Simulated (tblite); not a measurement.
Species: C3H12OSeSi3.
Atom-mapped SMILES: `[CH2:1]=[C:2]([CH3:3])[SiH2:4][Se:5][SiH2:6][O:7][SiH3:8]` (hydrogens: H9, H10 on C1; H11, H12, H13 on C3; H14, H15 on Si4; H16, H17 on Si6; H18, H19, H20 on Si8)

Computed with GFN2-xTB (tblite), gas phase: L-BFGS steps from a force-field or distance-geometry start until the largest atomic force falls under 0.01 eV/Å.

Step 119: E = -683.2937 eV
```
atom  x, y, z in Å  |  force x, y, z in eV/Å
C1     -2.0923    0.5512    1.1806    0.053  -0.026   0.017
C2     -1.6064    0.4756   -0.0519    0.051  -0.002   0.022
C3     -1.2109    1.6975   -0.8239   -0.005   0.024   0.040
Si4    -1.3549   -1.1808   -0.9281   -0.002  -0.074   0.023
Se5    -0.1931   -2.6582    0.4006    0.017   0.012   0.047
Si6     1.9452   -2.0526   -0.0860    0.035  -0.010   0.036
O7      2.2047   -0.4958    0.2417   -0.050   0.002   0.012
Si8     2.1126    0.8411    1.1635    0.020   0.010   0.021
H9     -2.3744   -0.3313    1.7312   -0.004  -0.029  -0.004
H10    -2.2102    1.4888    1.7063   -0.009  -0.010  -0.069
H11    -2.0234    1.9801   -1.4922    0.025   0.003  -0.065
H12    -0.3244    1.5051   -1.4232   -0.010   0.020  -0.026
H13    -1.0055    2.5317   -0.1598   -0.029   0.081   0.054
H14    -2.6085   -1.8812   -1.1966   -0.009   0.019  -0.023
H15    -0.5435   -0.9951   -2.1348   -0.059   0.001  -0.014
H16     2.1614   -2.1524   -1.5199    0.007   0.010  -0.052
H17     2.8065   -2.8710    0.7479   -0.019  -0.022   0.023
H18     3.2457    0.8048    2.0842    0.016  -0.032  -0.009
H19     0.8443    0.8439    1.8861   -0.005  -0.006  -0.022
H20     2.2221    1.9093    0.1761   -0.024   0.030  -0.012
```

Step 120: E = -683.2952 eV
```
atom  x, y, z in Å  |  force x, y, z in eV/Å
C1     -2.0868    0.5513    1.1827    0.026  -0.032   0.057
C2     -1.6044    0.4742   -0.0501    0.065   0.012  -0.044
C3     -1.2152    1.6971   -0.8257   -0.004   0.057   0.039
Si4    -1.3540   -1.1820   -0.9283    0.006  -0.054   0.029
Se5    -0.1946   -2.6638    0.3966    0.023   0.013   0.044
Si6     1.9445   -2.0537   -0.0862    0.024  -0.012   0.022
O7      2.1986   -0.4986    0.2536   -0.032  -0.047  -0.021
Si8     2.1148    0.8422    1.1677    0.015   0.045   0.016
H9     -2.3681   -0.3295    1.7378    0.008  -0.018  -0.016
H10    -2.2059    1.4911    1.7036   -0.011  -0.005  -0.053
H11    -2.0268    1.9701   -1.5024    0.074  -0.015  -0.016
H12    -0.3229    1.5075   -1.4198   -0.046   0.040   0.005
H13    -1.0209    2.5379   -0.1622   -0.040   0.010  -0.008
H14    -2.6090   -1.8772   -1.2008   -0.017   0.010  -0.023
H15    -0.5417   -0.9946   -2.1340   -0.058   0.001  -0.015
H16     2.1598   -2.1447   -1.5225    0.005   0.014  -0.021
H17     2.8053   -2.8789    0.7426   -0.021  -0.011   0.017
H18     3.2479    0.8056    2.0872    0.025  -0.032  -0.001
H19     0.8460    0.8513    1.8873   -0.018   0.000  -0.008
H20     2.2283    1.9057    0.1746   -0.024   0.025  -0.003
```

Step 121: E = -683.2973 eV
```
atom  x, y, z in Å  |  force x, y, z in eV/Å
C1     -2.0706    0.5544    1.1905    0.035  -0.024  -0.028
C2     -1.6005    0.4742   -0.0481    0.036   0.036  -0.001
C3     -1.2230    1.6986   -0.8287    0.000   0.097   0.015
Si4    -1.3527   -1.1825   -0.9273    0.017  -0.022   0.038
Se5    -0.1933   -2.6642    0.3973    0.019   0.011   0.033
Si6     1.9469   -2.0566   -0.0890    0.009  -0.031   0.010
O7      2.2018   -0.5045    0.2594   -0.014  -0.003  -0.003
Si8     2.1108    0.8385    1.1716    0.006   0.030  -0.008
H9     -2.3499   -0.3219    1.7533    0.024  -0.016  -0.023
H10    -2.1854    1.4994    1.7019   -0.020  -0.005  -0.021
H11    -2.0288    1.9492   -1.5253    0.131  -0.035   0.051
H12    -0.3169    1.5175   -1.4082   -0.092   0.067   0.048
H13    -1.0565    2.5530   -0.1691   -0.048  -0.091  -0.085
H14    -2.6086   -1.8714   -1.2081   -0.028  -0.003  -0.016
H15    -0.5412   -0.9933   -2.1331   -0.049   0.001  -0.019
H16     2.1597   -2.1394   -1.5272    0.002   0.010  -0.001
H17     2.8032   -2.8889    0.7373   -0.016  -0.007   0.010
H18     3.2386    0.8069    2.0989    0.013  -0.034  -0.011
H19     0.8346    0.8401    1.8789   -0.004   0.008  -0.004
H20     2.2267    1.9015    0.1765   -0.022   0.011   0.014
```

Step 122: E = -683.2995 eV
```
atom  x, y, z in Å  |  force x, y, z in eV/Å
C1     -2.0589    0.5515    1.1930    0.014  -0.010  -0.008
C2     -1.5970    0.4721   -0.0479    0.031   0.036  -0.045
C3     -1.2291    1.6988   -0.8301   -0.010   0.070  -0.016
Si4    -1.3538   -1.1855   -0.9283    0.020   0.007   0.031
Se5    -0.1962   -2.6644    0.4003    0.009   0.003   0.022
Si6     1.9440   -2.0574   -0.0876    0.001  -0.019   0.002
O7      2.1950   -0.5076    0.2741    0.010  -0.065  -0.042
Si8     2.1149    0.8402    1.1766   -0.002   0.075  -0.017
H9     -2.3366   -0.3236    1.7588    0.035  -0.011  -0.023
H10    -2.1710    1.4989    1.6999   -0.028  -0.004   0.008
H11    -2.0275    1.9329   -1.5410    0.118  -0.037   0.069
H12    -0.3148    1.5265   -1.3984   -0.064   0.066   0.047
H13    -1.0835    2.5608   -0.1757   -0.042  -0.101  -0.074
H14    -2.6101   -1.8696   -1.2199   -0.022  -0.004  -0.002
H15    -0.5425   -0.9927   -2.1336   -0.040  -0.005  -0.020
H16     2.1520   -2.1252   -1.5285    0.003   0.003   0.025
H17     2.7979   -2.9000    0.7320   -0.017   0.010  -0.002
H18     3.2416    0.8046    2.1035    0.027  -0.028  -0.003
H19     0.8381    0.8518    1.8793   -0.028   0.012   0.020
H20     2.2324    1.8986    0.1752   -0.014   0.000   0.027
```

**Question.** Estimate the geometry and energy of step 123. (The exact step hangs on the optimiser's Hessian estimate; all steps are aligned on step 122, rigid shifts and turns removed.)

**Answer.** E = -683.3021 eV, largest force 0.103 eV/Å
```
atom  x, y, z in Å  |  force x, y, z in eV/Å
C1     -2.0412    0.5501    1.1972   -0.003   0.003  -0.010
C2     -1.5918    0.4734   -0.0481    0.010   0.025  -0.054
C3     -1.2347    1.7014   -0.8328    0.004   0.031  -0.014
Si4    -1.3551   -1.1867   -0.9269    0.017   0.029   0.014
Se5    -0.1980   -2.6576    0.4119   -0.005  -0.004   0.003
Si6     1.9419   -2.0596   -0.0870   -0.009  -0.021  -0.005
O7      2.1974   -0.5117    0.2765    0.022  -0.007  -0.014
Si8     2.1132    0.8379    1.1778   -0.017   0.051  -0.008
H9     -2.3150   -0.3261    1.7632    0.043  -0.007  -0.012
H10    -2.1494    1.4979    1.7033   -0.036  -0.001   0.030
H11    -2.0206    1.9142   -1.5606    0.049  -0.029   0.035
H12    -0.3099    1.5399   -1.3841   -0.006   0.057   0.026
H13    -1.1164    2.5730   -0.1875   -0.032  -0.092  -0.034
H14    -2.6101   -1.8697   -1.2317   -0.007   0.004   0.021
H15    -0.5466   -0.9903   -2.1334   -0.023  -0.014  -0.021
H16     2.1429   -2.1160   -1.5293    0.003  -0.015   0.025
H17     2.7939   -2.9072    0.7295   -0.013   0.010  -0.008
H18     3.2350    0.7997    2.1118    0.016  -0.022  -0.019
H19     0.8316    0.8496    1.8736   -0.012   0.009   0.019
H20     2.2279    1.8985    0.1783    0.000  -0.008   0.027
```

The energy changes by -0.0026 eV. The first-order estimate −F·Δx gives -0.0038 eV and the mean of the old and new forces, exact on a quadratic surface, -0.0026 eV. The step makes an angle of 79° with the force vector and moves no atom by more than 0.037 Å.

The cost below is that of the whole relaxation. Time: 3.7 s of wall time. Hardware: an Arm Neoverse N1 with one thread, shared host.
